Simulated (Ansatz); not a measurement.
A nudged elastic band was laid between two geometries of a periodic cell of 17 atoms, Si$_{16}$Ge (host Si, host structure diamond, interstitial Ge).

The calculation used Ansatz, DFT PBE, scalar-relativistic, plane waves, PAW. Settings: PAW set soft_1, cutoff 420 eV, k mesh 2x2x2, gaussian smearing 0.05 eV, no spin polarisation.

```
movable images  : 5
climbing image  : yes
spring          : 10.0 eV/Å²
optimiser       : lbfgs
start path      : straight line
force threshold : 0.05 eV/Å
iteration limit : 80
end points      : relaxed
```

First end point:

```xyz
17
Lattice="0.0000 5.4300 5.4300 5.4300 0.0000 5.4300 5.4300 5.4300 0.0000" Properties=species:S:1:pos:R:3
Si -0.010 0.007 -0.009
Si 1.356 1.306 1.357
Si 2.757 2.672 -0.042
Si 4.121 4.071 1.357
Si 2.722 0.007 2.723
Si 4.071 1.356 4.072
Si 5.421 2.705 2.723
Si 6.786 4.071 4.022
Si -0.043 2.672 2.757
Si 1.356 4.071 4.121
Si 2.755 5.470 2.755
Si 4.071 6.785 4.071
Si 2.722 2.705 5.421
Si 4.022 4.071 6.787
Si 5.388 5.471 5.388
Si 6.786 6.835 6.787
Ge 6.785 4.069 6.786
```

Last end point:

```xyz
17
Lattice="0.0000 5.4300 5.4300 5.4300 0.0000 5.4300 5.4300 5.4300 0.0000" Properties=species:S:1:pos:R:3
Si 0.003 -0.001 -0.002
Si 1.317 1.316 1.315
Si 2.717 2.714 -0.051
Si 4.116 4.115 1.314
Si 2.717 -0.050 2.714
Si 4.115 1.315 4.114
Si 5.481 2.715 2.714
Si 6.781 4.081 4.080
Si -0.047 2.715 2.714
Si 1.318 4.113 4.113
Si 2.717 5.479 2.714
Si 4.083 6.779 4.080
Si 2.717 2.715 5.478
Si 4.083 4.080 6.778
Si 5.432 5.430 5.429
Si 6.781 6.779 6.778
Ge 8.149 2.714 8.142
```

(1) What changes between the two ends?

(2) What energy profile does the band end with?

(3) What is the geometry of the highest image?

The band took 17 iterations and of the order of 6 core-minutes.

## Answers

(1) Contacts lost: Si15–Ge17. Contacts made: Si6–Ge17. The atom that moves furthest is Ge17, by 2.35 Å.

(2) The forces met the threshold. The highest image is number 3 of 0 to 6, 0.34 eV above the ends, which have the same energy within 2 meV. By the program's own check the climbing image is of a kind that is not told: the force calls were inconclusive, a negative curvature could not be distinguished from the path's own, the only one lies far off the path, or fixed occupations may fill a level only in part (lowest curvatures found: 0.17 and 0.43 eV/Å²). Limits of this set-up: coarse k mesh.

```tsv
image	path coordinate (Å)	energy (eV)	Si15–Ge17 (Å)	Si6–Ge17 (Å)
0	0.00	0.00	2.42	4.70
1	0.58	0.12	2.47	4.23
2	1.16	0.32	2.64	3.72
3	1.74	0.34	3.07	3.06
4	2.32	0.32	3.73	2.64
5	2.90	0.12	4.23	2.47
6	3.48	0.00	4.70	2.42
```

(3) 
```xyz
17
Lattice="0.0000 5.4300 5.4300 5.4300 0.0000 5.4300 5.4300 5.4300 0.0000" Properties=species:S:1:pos:R:3
Si -0.250 0.249 -0.251
Si 1.236 1.225 1.234
Si 2.837 2.592 -0.133
Si 4.205 4.193 1.234
Si 2.631 -0.026 2.629
Si 3.806 1.623 3.805
Si 5.455 2.799 2.629
Si 6.873 3.987 4.047
Si -0.131 2.592 2.836
Si 1.236 4.193 4.203
Si 2.837 5.561 2.836
Si 4.323 6.537 4.321
Si 2.631 2.799 5.454
Si 4.048 3.987 6.871
Si 5.697 5.163 5.695
Si 6.872 6.811 6.871
Ge 7.467 3.392 7.466
```

Run time: 6.3 min on 1 thread of Intel(R) Xeon(R) 6975P-C (Granite Rapids) (shared host), peak memory 0.98 GiB.
